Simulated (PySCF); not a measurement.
**Electron correlation in Se+ (selenium, charge +1)**

[Ar] 3d10 4s2 4p2 5s1, high-spin 4P determinant (an excited configuration). Calculation: PySCF 2.14, in aug-cc-pVQZ-PP with ECP10MDF (7s6p5d3f2g, 89 functions); scalar relativity through the core potential. Frozen: 3s2 3p6 3d10; 5 electrons correlated.

| level | correlation energy (mhartree) |
| --- | --- |
| CCSD | -89.26 |
| (T) | -2.91 |
| CCSD(T) | -92.17 |

Diagnostics: T1 = 0.016, D1 = 0.0469, largest double amplitude 0.087.

The outer electron is Rydberg-like, and this basis confines it to a smaller radius and binds it less than a complete one would.

Cost of the coupled-cluster step: of the order of 30 core-seconds, for 5 correlated electrons.

Iterations:

```
CC2 = 0
CCSD nocc = (np.int64(4), np.int64(1)), nmo = (80, 80)
frozen orbitals [[0, 1, 2, 3, 4, 5, 6, 7, 8], [0, 1, 2, 3, 4, 5, 6, 7, 8]]
max_cycle = 100
direct = 0
conv_tol = 1e-08
conv_tol_normt = 1e-06
diis_space = 8
diis_start_cycle = 0
Init t2, MP2 energy = -0.0741264042097135
Init E_corr(UCCSD) = -0.0741264042135546
cycle = 1  E_corr(UCCSD) = -0.0849709620072463  dE = -0.0108445578  norm(t1,t2) = 0.0446069
cycle = 2  E_corr(UCCSD) = -0.0877338168455852  dE = -0.00276285484  norm(t1,t2) = 0.0169119
cycle = 3  E_corr(UCCSD) = -0.0892589901198848  dE = -0.00152517327  norm(t1,t2) = 0.00792173
cycle = 4  E_corr(UCCSD) = -0.0892129344837774  dE = 4.60556361e-05  norm(t1,t2) = 0.00290221
cycle = 5  E_corr(UCCSD) = -0.0892738576183736  dE = -6.09231346e-05  norm(t1,t2) = 0.00218615
cycle = 6  E_corr(UCCSD) = -0.0892682101659687  dE = 5.6474524e-06  norm(t1,t2) = 0.00168623
cycle = 7  E_corr(UCCSD) = -0.0892642319555833  dE = 3.97821039e-06  norm(t1,t2) = 0.00172111
cycle = 8  E_corr(UCCSD) = -0.0892661580150033  dE = -1.92605942e-06  norm(t1,t2) = 0.00162475
cycle = 9  E_corr(UCCSD) = -0.0892601140720374  dE = 6.04394297e-06  norm(t1,t2) = 0.00117274
cycle = 10  E_corr(UCCSD) = -0.0892573986809727  dE = 2.71539106e-06  norm(t1,t2) = 0.000462729
cycle = 11  E_corr(UCCSD) = -0.0892585526830026  dE = -1.15400203e-06  norm(t1,t2) = 0.000185187
cycle = 12  E_corr(UCCSD) = -0.0892601482159537  dE = -1.59553295e-06  norm(t1,t2) = 5.61254e-05
cycle = 13  E_corr(UCCSD) = -0.0892596389804667  dE = 5.09235487e-07  norm(t1,t2) = 1.66914e-05
cycle = 14  E_corr(UCCSD) = -0.0892594345273231  dE = 2.04453144e-07  norm(t1,t2) = 4.32786e-06
cycle = 15  E_corr(UCCSD) = -0.0892593690275034  dE = 6.54998197e-08  norm(t1,t2) = 2.0331e-06
cycle = 16  E_corr(UCCSD) = -0.0892593549192843  dE = 1.41082191e-08  norm(t1,t2) = 1.34237e-06
cycle = 17  E_corr(UCCSD) = -0.0892593621445902  dE = -7.2253059e-09  norm(t1,t2) = 5.21095e-07
UCCSD converged
E(UCCSD) = -371.2039294370104  E_corr = -0.08925936214459017
UCCSD(T) correction = -0.00290586719783193
```
